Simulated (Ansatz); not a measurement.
Frontier orbitals of `CC[O][InH][Cl]`.

```xyz
11

C    -0.057    1.165    0.920
C     0.919    0.143    0.379
O     0.730   -0.093   -0.999
In   -0.672   -1.285   -1.690
Cl   -1.734   -2.395    0.067
H     0.005    2.093    0.347
H     0.158    1.390    1.968
H    -1.083    0.788    0.865
H     1.945    0.510    0.498
H     0.840   -0.784    0.962
H    -1.052   -1.533   -3.317
```

Total charge 0; spin multiplicity 1. Correlated methods include outer-core shells of In, which these sets cover unevenly. In takes the def2 core potential. The structure was optimised at the PBE0-D4/def2-TZVP level. It is one conformer, not always the lowest. Basis def2-TZVPP, Ansatz 0.2.0.

| functional | HOMO (eV) | LUMO (eV) |
| --- | --- | --- |
| HF | -11.48 | 0.84 |

Q: Give HOMO and LUMO (eV) with LDA (SPW92), PBE, revPBE, BLYP, r2SCAN, B97M-V, PBE0, B3LYP, r2SCANh, r2SCAN0, HSE06 (plane-wave form), BHLYP, CAM-B3LYP, LC-ωPBE, ωB97X-V, ωB97M-V. (An estimate is asked.)

A: Ansatz gave: 
```json
{"functional": "LDA (SPW92)", "HOMO": "-6.55", "LUMO": "-2.48"}
{"functional": "PBE", "HOMO": "-6.35", "LUMO": "-2.21"}
{"functional": "revPBE", "HOMO": "-6.27", "LUMO": "-2.09"}
{"functional": "BLYP", "HOMO": "-6.26", "LUMO": "-2.18"}
{"functional": "r2SCAN", "HOMO": "-6.63", "LUMO": "-1.96"}
{"functional": "B97M-V", "HOMO": "-6.76", "LUMO": "-2.22"}
{"functional": "PBE0", "HOMO": "-7.80", "LUMO": "-1.50"}
{"functional": "B3LYP", "HOMO": "-7.57", "LUMO": "-1.78"}
{"functional": "r2SCANh", "HOMO": "-7.17", "LUMO": "-1.71"}
{"functional": "r2SCAN0", "HOMO": "-8.01", "LUMO": "-1.35"}
{"functional": "HSE06 (plane-wave form)", "HOMO": "-7.39", "LUMO": "-1.86"}
{"functional": "BHLYP", "HOMO": "-9.22", "LUMO": "-0.89"}
{"functional": "CAM-B3LYP", "HOMO": "-9.24", "LUMO": "-0.71"}
{"functional": "LC-ωPBE", "HOMO": "-10.57", "LUMO": "0.41"}
{"functional": "ωB97X-V", "HOMO": "-10.24", "LUMO": "0.26"}
{"functional": "ωB97M-V", "HOMO": "-10.18", "LUMO": "-0.03"}
```

B3LYP here is the variant with VWN-RPA as its local correlation; programs differ in this. LC-ωPBE has ω = 0.4 bohr⁻¹.
